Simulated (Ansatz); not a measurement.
Frontier orbitals of CH$_{7}$BSn (`B[CH2][SnH3]`).

The species carries charge 0 and has multiplicity 1. Correlated methods include outer-core shells of Sn, which these sets cover unevenly. Sn takes the def2 core potential. The structure was optimised at the PBE0-D4/def2-TZVP level. Basis def2-TZVPP, Ansatz.

Orbital energies of one run (eV). Highest occupied ones, from the top: -9.32, -10.31, -10.37, -10.49, -11.50, -13.70, -15.33, -15.79, -21.80, -31.13, -31.16, -31.28, -31.29, -31.30. Empty: 0.02, 0.75, 1.35, 1.70, 1.85, 2.26.

Question: Which functional gave them?
A. ωB97X-V
B. BHLYP
C. revPBE
D. r2SCANh

Answer: B. HOMO energies: BHLYP -9.32, r2SCANh -7.91, revPBE -7.22, ωB97X-V -10.62 eV.
